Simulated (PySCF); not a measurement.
isopropylamine (C3H9N), singlet, geometry from GFN2-xTB; DF-B3LYP/def2-SVPD (PySCF).

The PySCF input:
```python
from pyscf import gto, scf, dft

mol = gto.Mole()
mol.atom = '''
    C    -0.550747    1.208348    0.557764
    C    -0.020673    0.106768   -0.356475
    C     1.417966   -0.252719    0.005990
    N    -0.851409   -1.078139   -0.182948
    H     0.077072    2.092907    0.490693
    H    -0.559445    0.854269    1.584957
    H    -1.566069    1.481641    0.278042
    H    -0.035839    0.480381   -1.399895
    H     1.801680   -1.017713   -0.665842
    H     1.450773   -0.637602    1.021550
    H     2.057879    0.622864   -0.064471
    H    -0.530063   -1.829027   -0.784158
    H    -1.815395   -0.875126   -0.423915
'''
mol.basis = 'def2-svpd'
mol.charge = 0
mol.spin = 0
mol.verbose = 4
mol.build()

mf = dft.RKS(mol)
mf.xc = 'b3lyp'
mf = mf.density_fit(auxbasis='def2-universal-jkfit')
mf.kernel()
mf.analyze()
```

Task: What does PySCF print? Leave out banner, timings and long lists.

Result: 
```
PySCF version 2.14.0

[INPUT] verbose = 4
[INPUT] num. atoms = 13
[INPUT] num. electrons = 34
[INPUT] charge = 0
[INPUT] spin (= nelec alpha-beta = 2S) = 0
[INPUT] symmetry False subgroup None
[INPUT] Mole.unit = angstrom
[INPUT] Symbol           X                Y                Z      unit          X                Y                Z       unit  Magmom
[INPUT]  1 C     -0.550747000000   1.208348000000   0.557764000000 AA   -1.040760993926   2.283446783166   1.054021202142 Bohr   0.0
[INPUT]  2 C     -0.020673000000   0.106768000000  -0.356475000000 AA   -0.039066308173   0.201762278868  -0.673640120254 Bohr   0.0
[INPUT]  3 C      1.417966000000  -0.252719000000   0.005990000000 AA    2.679567393945  -0.477569696474   0.011319459486 Bohr   0.0
[INPUT]  4 N     -0.851409000000  -1.078139000000  -0.182948000000 AA   -1.608929829990  -2.037387434212  -0.345721615037 Bohr   0.0
[INPUT]  5 H      0.077072000000   2.092907000000   0.490693000000 AA    0.145644971872   3.955021034185   0.927275381241 Bohr   0.0
[INPUT]  6 H     -0.559445000000   0.854269000000   1.584957000000 AA   -1.057197831757   1.614334446706   2.995134649212 Bohr   0.0
[INPUT]  7 H     -1.566069000000   1.481641000000   0.278042000000 AA   -2.959441502171   2.799895704927   0.525423231126 Bohr   0.0
[INPUT]  8 H     -0.035839000000   0.480381000000  -1.399895000000 AA   -0.067725894578   0.907788525445  -2.645418153148 Bohr   0.0
[INPUT]  9 H      1.801680000000  -1.017713000000  -0.665842000000 AA    3.404681764106  -1.923198843409  -1.258259022233 Bohr   0.0
[INPUT] 10 H      1.450773000000  -0.637602000000   1.021550000000 AA    2.741563638914  -1.204893156475   1.930449722549 Bohr   0.0
[INPUT] 11 H      2.057879000000   0.622864000000  -0.064471000000 AA    3.888827707494   1.177042372851  -0.121832532977 Bohr   0.0
[INPUT] 12 H     -0.530063000000  -1.829027000000  -0.784158000000 AA   -1.001673898765  -3.456360104435  -1.481843858387 Bohr   0.0
[INPUT] 13 H     -1.815395000000  -0.875126000000  -0.423915000000 AA   -3.430599357905  -1.653748464486  -0.801083250095 Bohr   0.0

nuclear repulsion = 136.094822456179
number of shells = 68
number of NR pGTOs = 210
number of NR cGTOs = 152
basis = def2-svpd
ecp = {}

******** <class 'pyscf.df.df_jk.DFRKS'> ********
method = DFRKS
initial guess = minao
damping factor = 0
level_shift factor = 0
DIIS = <class 'pyscf.scf.diis.CDIIS'>
diis_start_cycle = 1
diis_space = 8
diis_damp = 0
SCF conv_tol = 1e-09
SCF conv_tol_grad = None
SCF max_cycles = 50
direct_scf = False
XC library pyscf.dft.libxc version 7.1.2
    S. Lehtola, C. Steigemann, M. J. T. Oliveira, and M. A. L. Marques,  SoftwareX 7, 1–5 (2018)
XC functionals = b3lyp
    P. J. Stephens, F. J. Devlin, C. F. Chabalowski, and M. J. Frisch,  J. Phys. Chem. 98, 11623 (1994)
radial grids:
    Treutler-Ahlrichs [JCP 102, 346 (1995); DOI:10.1063/1.469408] (M4) radial grids

becke partition: Becke, JCP 88, 2547 (1988); DOI:10.1063/1.454033
pruning grids: <function nwchem_prune>
grids dens level: 3
symmetrized grids: False
atomic radii adjust function: <function treutler_atomic_radii_adjust>
small_rho_cutoff = 0
Set gradient conv threshold to 3.16228e-05
Initial guess from minao.
tot grids = 144528
******** <class 'pyscf.df.df.DF'> ********
auxbasis = def2-universal-jkfit
init E= -174.468715381067
  HOMO = -0.299104491322189  LUMO = -0.0144498749964241  gap/eV = 7.74585
cycle= 1 E= -174.322506797549  delta_E= 0.146  |g|= 0.47  |ddm|= 5.05
  HOMO = -0.157956784020332  LUMO = 0.0295251217822714  gap/eV = 5.10164
cycle= 2 E= -174.279065889586  delta_E= 0.0434  |g|= 0.64  |ddm|= 3.86
  HOMO = -0.249724689257965  LUMO = 0.0145307089039837  gap/eV = 7.19076
cycle= 3 E= -174.379696784676  delta_E= -0.101  |g|= 0.0586  |ddm|= 2.55
  HOMO = -0.241165102921702  LUMO = 0.0150241017243369  gap/eV = 6.97126
cycle= 4 E= -174.380337254836  delta_E= -0.00064  |g|= 0.0249  |ddm|= 0.19
  HOMO = -0.244136024879848  LUMO = 0.0150764268554404  gap/eV = 7.05353
cycle= 5 E= -174.380478578592  delta_E= -0.000141  |g|= 0.00335  |ddm|= 0.0699
  HOMO = -0.244061198910178  LUMO = 0.0150301049313546  gap/eV = 7.05023
cycle= 6 E= -174.380480820666  delta_E= -2.24e-06  |g|= 0.00135  |ddm|= 0.0141
  HOMO = -0.244042312849813  LUMO = 0.0150408459666562  gap/eV = 7.05001
cycle= 7 E= -174.380481245822  delta_E= -4.25e-07  |g|= 0.00016  |ddm|= 0.00196
  HOMO = -0.244051346319981  LUMO = 0.0150344286844075  gap/eV = 7.05008
cycle= 8 E= -174.380481252256  delta_E= -6.43e-09  |g|= 3.77e-05  |ddm|= 0.000382
  HOMO = -0.244050840865993  LUMO = 0.0150360760725703  gap/eV = 7.05011
cycle= 9 E= -174.380481252662  delta_E= -4.06e-10  |g|= 4.5e-06  |ddm|= 9.49e-05
  HOMO = -0.244050225309819  LUMO = 0.0150359780779916  gap/eV = 7.05009
Extra cycle  E= -174.380481252665  delta_E= -2.73e-12  |g|= 3.88e-06  |ddm|= 4.25e-05
converged SCF energy = -174.380481252665
**** SCF Summaries ****
Total Energy =                        -174.380481252665163
Nuclear Repulsion Energy =             136.094822456179372
One-electron Energy =                 -503.039957835441840
Two-electron Energy =                  192.564654126597333
Two-electron Coulomb Energy =          219.119759183276841
DFT Exchange-Correlation Energy =      -26.555105056679501
HOMO-LUMO gap [eV] =                     7.050094692841956
**** MO energy ****
MO #1   energy= -14.3093695994882  occ= 2
MO #2   energy= -10.2123932371528  occ= 2
MO #3   energy= -10.1712291490982  occ= 2
MO #4   energy= -10.1711938309845  occ= 2
MO #5   energy= -0.882840133468324 occ= 2
MO #6   energy= -0.745642372394502 occ= 2
MO #7   energy= -0.682636464953608 occ= 2
MO #8   energy= -0.568024370566793 occ= 2
MO #9   energy= -0.488004793816798 occ= 2
MO #10  energy= -0.485462296525043 occ= 2
MO #11  energy= -0.44241626447934  occ= 2
MO #12  energy= -0.391314030637962 occ= 2
MO #13  energy= -0.38170999277025  occ= 2
MO #14  energy= -0.367058906618235 occ= 2
MO #15  energy= -0.350334417905734 occ= 2
MO #16  energy= -0.339127565639563 occ= 2
MO #17  energy= -0.244050225309819 occ= 2
MO #18  energy= 0.0150359780779916 occ= 0
MO #19  energy= 0.0497211549438613 occ= 0
MO #20  energy= 0.0504065992064396 occ= 0
MO #21  energy= 0.0644364888200109 occ= 0
MO #22  energy= 0.0904337724245795 occ= 0
MO #23  energy= 0.0938394421372401 occ= 0
MO #24  energy= 0.103637386931265  occ= 0
MO #25  energy= 0.130558334678513  occ= 0
 ** Mulliken pop on meta-lowdin orthogonal AOs  **
 ** Mulliken pop  **
 ** Mulliken atomic charges  **
charge of    0C =     -0.29767
charge of    1C =      0.06277
charge of    2C =     -0.29768
charge of    3N =     -0.48333
charge of    4H =      0.09553
charge of    5H =      0.09977
charge of    6H =      0.09120
charge of    7H =      0.06042
charge of    8H =      0.09120
charge of    9H =      0.09977
charge of   10H =      0.09553
charge of   11H =      0.19125
charge of   12H =      0.19124
Dipole moment(X, Y, Z, Debye): -0.10891,  0.30513, -1.19661
```
